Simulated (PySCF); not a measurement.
Molecule: SMILES C[C@@H]1COC=C(Cl)[C@H]1F, C6H8ClFO.

Bonds (- single, = double, # triple, : aromatic): C1-C2, C2-C3, C3-O4, O4-C5, C5=C6, C6-Cl7, C6-C8, C8-F9, C8-C2. C1 carries H10, H11, H12; C2 carries H13; C3 carries H14, H15; C5 carries H16; C8 carries H17. Stereochemistry as in C[C@@H]1COC=C(Cl)[C@H]1F. H14 is cis to C1 on the ring; H15 is trans to C1 on the ring.

Frames of a GFN2-xTB Langevin trajectory at 300 K; GIAO PBE0/pcSseg-1 shieldings in PySCF 2.14.0 with density-fitted response routines, gas phase, non-relativistic; equivalent atoms averaged within each frame.

Scale: ¹³C (σref 186.93), ¹H (σref 31.72) against TMS; H2O for ¹⁷O (σref 336.08); ³⁵Cl (σref 949.78) vs HCl; ¹⁹F (σref 170.95) vs CFCl3 (reference shieldings calculated alike). The references are static minima.

How do the shifts (ppm) fluctuate along the trajectory?

## Answers


| time (fs) | C5 | C6 | C8 | C3 | C2 | C1 | O4 | Cl7 | F9 | H16 |
| --- | --- | --- | --- | --- | --- | --- | --- | --- | --- | --- |
| optimised geometry | 153.7 | 117.7 | 93.2 | 67.3 | 37.4 | 15.0 | 125.1 | 172 | -174.5 | 6.88 |
| 250 | 152.8 | 121.3 | 89.7 | 73.3 | 37.4 | 17.6 | 130.9 | 196 | -186.0 | 6.16 |
| 425 | 158.6 | 117.9 | 95.8 | 70.6 | 33.6 | 10.6 | 141.1 | 160 | -146.2 | 6.77 |
| 625 | 159.6 | 138.6 | 92.2 | 75.4 | 48.7 | 16.5 | 133.2 | 188 | -189.4 | 7.55 |
| 800 | 164.4 | 123.0 | 92.4 | 69.2 | 33.6 | 24.3 | 128.9 | 167 | -135.7 | 7.26 |
| 1000 | 157.1 | 110.7 | 98.8 | 66.1 | 43.5 | 21.1 | 133.2 | 163 | -169.8 | 7.59 |
| mean of frames | 158.5 | 122.3 | 93.8 | 70.9 | 39.4 | 18.0 | 133.5 | 175 | -165.4 | 7.06 |
| standard deviation | 4.2 | 10.2 | 3.6 | 3.6 | 6.6 | 5.2 | 4.6 | 16 | 23.8 | 0.60 |

5 frames give an uncertainty of the mean of about the standard deviation over 2.2 at best, since frames this close in time may not be independent; classical motion lacks zero-point vibration, and the reference would need the same averaging.
